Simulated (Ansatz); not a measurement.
`C[SiH](F)[GeH3]` + `O[Si](F)(Cl)Cl` → `F[Si](Cl)(Cl)[O][GeH3]` + `C[SiH2]F` at 600 K and 1 bar (cleavage of the Ge–Si bond).

Isolated molecules relaxed with PBE0-D4/def2-TZVP in Ansatz; ΔE leaves out vibrations. CCSD(T)/CBS is the MP2 limit (def2-TZVPP, def2-QZVPP) plus CCSD(T) − MP2 in def2-TZVPP, frozen cores. For Ge outer-core shells are correlated without core-valence functions, which leaves a few kJ/mol of doubt a bond. Scalar relativity is left out up to krypton. Each species was taken in one conformer, which may not be the lowest.

| species | CCSD(T)/CBS energy (Eh) | H − E (kJ/mol) | S (J/(mol·K)) |
| --- | --- | --- | --- |
| `C[SiH](F)[GeH3]` | -2507.31933 | 254.7 | 462.4 |
| `O[Si](F)(Cl)Cl` | -1384.43664 | 106.2 | 413.2 |
| `F[Si](Cl)(Cl)[O][GeH3]` | -3461.76595 | 164.0 | 526.9 |
| `C[SiH2]F` | -430.00374 | 191.4 | 351.0 |

H − E and S are ideal-gas, rigid-rotor, harmonic terms from PBE0-D4/def2-TZVP, for one conformer and one mirror image of each species. 1 Eh = 2625.50 kJ/mol, R = 8.31446 J/(mol·K).

**Question.** By hand: ΔE, ΔH, ΔS and ΔG.

**Answer.** ΔE = (-3461.76595) + (-430.00374) − (-2507.31933) − (-1384.43664) = -0.01372 Eh = -36.0 kJ/mol. Δ(H − E) = 164.0 + 191.4 − 254.7 − 106.2 = -5.5, so ΔH = -41.5 kJ/mol. ΔS = 526.9 + 351.0 − 462.4 − 413.2 = 2.3 J/(mol·K). ΔG = -41.5 − 600 × (2.3)/1000 = -42.9 kJ/mol.

**Question.** By hand: the equilibrium constant, and the temperature at which ΔG would vanish if ΔH and ΔS stayed fixed.

**Answer.** log₁₀ K = −ΔG/(RT ln 10) = 3.7. ΔH and −TΔS have one sign here, so there is no such temperature. One of them is within its doubt of zero, so this could turn.

The number of gas molecules stays the same, so ΔS is small and ΔH decides. A doubt of 5 kJ/mol in ΔE shifts log₁₀ K by 0.4 here. Other conformers and mirror images would add mixing entropy, several J/(mol·K) or more a flexible species. Modes under 60 cm⁻¹, often nearly free rotors, make the harmonic entropy too high. These are equilibria of isolated gas molecules and say nothing of rates. Largest T1 diagnostic: 0.012 (customary marks: 0.02 for closed shells, 0.045 for open ones).
